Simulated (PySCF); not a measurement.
C4H12O2P2.
SMILES with atom numbers: `[CH3:1][PH:2][CH2:3][P@:4]([CH3:5])(=[O:6])[CH2:7][OH:8]` (hydrogens: H9, H10, H11 on C1; H12 on P2; H13, H14 on C3; H15, H16, H17 on C5; H18, H19 on C7; H20 on O8)

The same species was optimised twice, with GFN2-xTB and with PBE0-D3(BJ)/def2-SVP (PySCF), and the same property calculations (PySCF, gas phase) were run on both structures.

```csv
coordinate,GFN2-xTB,PBE0-D3(BJ)/def2-SVP,change
P4=O6 (Å),1.471,1.511,+0.040
C3–P4 (Å),1.840,1.817,-0.023
P4–C5 (Å),1.830,1.810,-0.020
P4–C7 (Å),1.852,1.836,-0.016
P2–C3 (Å),1.864,1.873,+0.009
C1–P2 (Å),1.841,1.846,+0.005
C7–O8 (Å),1.398,1.396,-0.002
O6–P4–C7 (°),110.1,107.0,-3.1
P2–C3–P4 (°),108.3,110.5,+2.2
C5–P4–C7 (°),105.3,106.3,+1.0
C3–P4–C5 (°),106.2,107.1,+0.9
C3–P4–C7 (°),107.1,108.0,+0.9
C1–P2–C3 (°),98.7,99.5,+0.8
C5–P4–O6 (°),112.8,113.6,+0.8
P4–C7–O8 (°),106.6,106.1,-0.5
C1–P2–C3–P4 (°),-78,-79,-1
P2–C3–P4–C5 (°),-166,174,-20
C3–P4–C7–O8 (°),176,164,-12
```

Rotational constants: A = 2120, B = 912.6, C = 847.7 MHz (GFN2-xTB) against A = 2190, B = 881.2, C = 824.4 MHz (PBE0-D3(BJ)/def2-SVP). Point groups within 0.08 Å: C1 and C1.

On the GFN2-xTB structure: HOMO (eV) -7.09 [PBE0/pcSseg-1]; LUMO (eV) 0.46 [PBE0/pcSseg-1]; dipole (D) 3.36 [PBE0/pcSseg-1]; GIAO shielding of C1 (ppm) 178.0 [PBE0/pcSseg-1]; GIAO shielding of P2 (ppm) 440.3 [PBE0/pcSseg-1]; GIAO shielding of C3 (ppm) 158.8 [PBE0/pcSseg-1]; GIAO shielding of P4 (ppm) 301.0 [PBE0/pcSseg-1]; GIAO shielding of C5 (ppm) 168.4 [PBE0/pcSseg-1]; GIAO shielding of O6 (ppm) 244.9 [PBE0/pcSseg-1]; GIAO shielding of C7 (ppm) 123.2 [PBE0/pcSseg-1]; GIAO shielding of O8 (ppm) 346.1 [PBE0/pcSseg-1].

Task: What do these properties become on the PBE0-D3(BJ)/def2-SVP structure?

Result: 
```tsv
property	level	on GFN2-xTB	on PBE0-D3(BJ)/def2-SVP	change
HOMO (eV)	PBE0/pcSseg-1	-7.09	-7.03	+0.06
LUMO (eV)	PBE0/pcSseg-1	0.46	0.42	-0.04
dipole (D)	PBE0/pcSseg-1	3.36	4.32	+0.96
energy, GFN2-xTB geometry as zero (kcal/mol)	PBE0/pcSseg-1	0.0	-3.1	-3.1
GIAO shielding of C1 (ppm)	PBE0/pcSseg-1	178.0	176.4	-1.6
GIAO shielding of P2 (ppm)	PBE0/pcSseg-1	440.3	423.5	-16.8
GIAO shielding of C3 (ppm)	PBE0/pcSseg-1	158.8	160.1	+1.3
GIAO shielding of P4 (ppm)	PBE0/pcSseg-1	301.0	292.8	-8.2
GIAO shielding of C5 (ppm)	PBE0/pcSseg-1	168.4	168.1	-0.3
GIAO shielding of O6 (ppm)	PBE0/pcSseg-1	244.9	245.2	+0.3
GIAO shielding of C7 (ppm)	PBE0/pcSseg-1	123.2	126.1	+2.9
GIAO shielding of O8 (ppm)	PBE0/pcSseg-1	346.1	342.4	-3.7
```

The heavy atoms differ by 0.227 Å rms after alignment. Among bonds between heavy atoms P4=O6 changes most (+0.040 Å). Changes are differences of the printed values. Neither structure is proved a minimum here.

The values belong to the conformer `[CH3:1][PH:2][CH2:3][P@:4]([CH3:5])(=[O:6])[CH2:7][OH:8]`: C1–P2–C3–P4 -79°, P2–C3–P4–C5 174°, C3–P4–C7–O8 164°, H–O8–C7–P4 -40°.
